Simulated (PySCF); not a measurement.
Radial density of Mg (magnesium, neutral)

UHF, [Ne] 3p2, high-spin 3P determinant (an excited configuration). All numbers are calculated (PySCF 2.14, no relativity, point nucleus, in def2-TZVPPD (5s5p3d, 35 functions)).

```csv
r (bohr),4πr²ρ (e/bohr),4πr²(ρα − ρβ)
0.00255,0.08397,0.0000
0.00430,0.2288,0.0000
0.00723,0.6014,0.0000
0.0122,1.515,0.0000
0.0204,3.511,0.0000
0.0344,7.138,0.0002
0.0578,11.60,0.0010
0.0973,13.19,0.0050
0.164,9.405,0.0188
0.275,7.665,0.0479
0.463,11.01,0.0589
0.779,7.739,0.0078
1.31,1.637,0.0391
2.20,0.4159,0.3555
3.71,0.4903,0.4903
6.23,0.1811,0.1811
10.5,0.003289,0.0033
```
